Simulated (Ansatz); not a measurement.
An input meant for GeHMe2F (C₂H₇FGe) (charge 0, singlet; atoms displaced at random, 0.15 Å in each coordinate).

```yaml
crystal:
  periodic: [false, false, false]
  atoms:
    - {symbol: Ge, position_ang: [-0.510677, -0.786263, 0.313966]}
    - {symbol: H, position_ang: [-0.272120, -0.622000, 1.963787]}
    - {symbol: C, position_ang: [1.421314, -0.622718, -0.101197]}
    - {symbol: H, position_ang: [2.147633, 0.154732, 0.091812]}
    - {symbol: H, position_ang: [1.473492, -0.444234, -1.070722]}
    - {symbol: H, position_ang: [2.089260, -1.700453, 0.082261]}
    - {symbol: C, position_ang: [-1.110433, 0.998552, -0.400980]}
    - {symbol: H, position_ang: [-2.229530, 1.077992, 0.216237]}
    - {symbol: H, position_ang: [-1.089493, 1.052894, -1.247551]}
    - {symbol: H, position_ang: [-0.741265, 2.040246, 0.188077]}
    - {symbol: F, position_ang: [-1.278706, -1.701184, -0.278346]}
basis:
  gaussian: {orbitals: def2-TZVP, final_grid: {core_spheres: 1, valence_spheres: 1, degree: 5}}
hamiltonian: {xc: {name: PBE}}
output: {forces: true}
```

```sh
$ ansatz run in.yaml --threads 4 --pin off --events-out ev --progress --plain --max-ram 3916MiB
```

It prints (some lines left out):

```
Functional definition: PBE
1182 factors; their error is unknown
mean field evaluation 1: about -61381.5046 eV, gradient 1.0e2 eV
mean field evaluation 2: about -61340.5015 eV, gradient 1.5e2 eV
mean field evaluation 4: about -61402.4084 eV, gradient 1.1e1 eV
mean field evaluation 8: about -61358.0956 eV, gradient 2.4e2 eV
mean field evaluation 16: about -61404.2242 eV, gradient 8.8e-2 eV
mean field -61404.22422334 eV, -2256.5636189296 hartree, gradient 6.2e-5 eV, S^2 0.000000; 0 other end points of the search recorded, 0 dependent functions left out
reference -61404.22442185 eV, -2256.5636262249 hartree; 30, 30 occupied and 153, 153 virtual orbitals, 1182 factors
Total energy: -61404.22442185 eV, -2256.5636262249 hartree
Atom 0 at    -0.510677    -0.786263     0.313966 Å, force     0.295194   -25.747654     3.626277 eV/Å
Atom 1 at    -0.272120    -0.622000     1.963787 Å, force    -1.819926     0.746877    -0.873405 eV/Å
Atom 2 at     1.421314    -0.622718    -0.101197 Å, force    11.765127     0.765817    -2.295973 eV/Å
Atom 3 at     2.147633     0.154732     0.091812 Å, force    -2.693568    -2.507597     0.694890 eV/Å
Atom 4 at     1.473492    -0.444234    -1.070722 Å, force    -0.321235    -0.431046    -0.357318 eV/Å
Atom 5 at     2.089260    -1.700453     0.082261 Å, force    -2.119242     5.283573    -0.108323 eV/Å
Atom 6 at    -1.110433     0.998552    -0.400980 Å, force    -8.779825     0.704373    21.716651 eV/Å
Atom 7 at    -2.229530     1.077992     0.216237 Å, force     1.785665    -2.209389    -3.244996 eV/Å
Atom 8 at    -1.089493     1.052894    -1.247551 Å, force     1.409852     5.864036   -20.356955 eV/Å
Atom 9 at    -0.741265     2.040246     0.188077 Å, force     0.476752    -3.487032    -3.981476 eV/Å
Atom 10 at    -1.278706    -1.701184    -0.278346 Å, force     0.001206    21.018042     5.180626 eV/Å
Dipole moment:    -0.135306     0.026109    -0.170195 e Å
```

(1) Something in this input is off. What?

Answers

(1) The integration grid is far too coarse. The run converged. The result belongs to that input, not to the species as meant.
